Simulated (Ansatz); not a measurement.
CH$_{6}$AlGaO, SMILES `[OH][AlH][CH2][GaH2]` at its PBE0-D4/def2-TZVP geometry, where that method's forces vanish. Charge 0, multiplicity 1.

```
atom   x (Å)   y (Å)   z (Å)
  O1   1.314   0.378   0.604
 Al2   0.585  -1.198   0.521
  C3  -1.021  -0.697  -0.391
 Ga4  -0.466   1.236  -0.468
  H5   2.130   0.726   0.957
  H6   1.358  -2.432   1.140
  H7  -1.937  -0.860   0.181
  H8  -1.143  -1.151  -1.377
  H9   0.207   1.773  -1.787
 H10  -1.027   2.225   0.621
```

**Question.** For each bond, give half the difference of the two atoms' forces along it (eV/Å; positive pushes the atoms apart) under PBE-D4, r2SCAN-D4, B3LYP-D4, ωB97M-V in def2-TZVPP. (Best estimate.)

**Answer.** The calculation gave: 
```csv
bond,length (Å),PBE-D4,r2SCAN-D4,B3LYP-D4,ωB97M-V
O1–Al2,1.738,0.14,0.00,0.11,0.16
O1–H5,0.956,0.31,0.04,-0.02,-0.08
Al2–C3,1.914,0.02,-0.01,0.12,0.07
Al2–H6,1.582,-0.03,-0.02,-0.17,-0.20
C3–Ga4,2.012,0.06,0.02,0.20,0.06
C3–H7,1.093,0.10,0.01,-0.08,-0.06
C3–H8,1.093,0.10,0.01,-0.08,-0.06
Ga4–H9,1.575,0.00,-0.08,-0.07,-0.09
Ga4–H10,1.575,0.00,-0.08,-0.07,-0.09
```

B3LYP here is the variant with VWN-RPA as its local correlation; programs differ in this.

Computed with Ansatz.
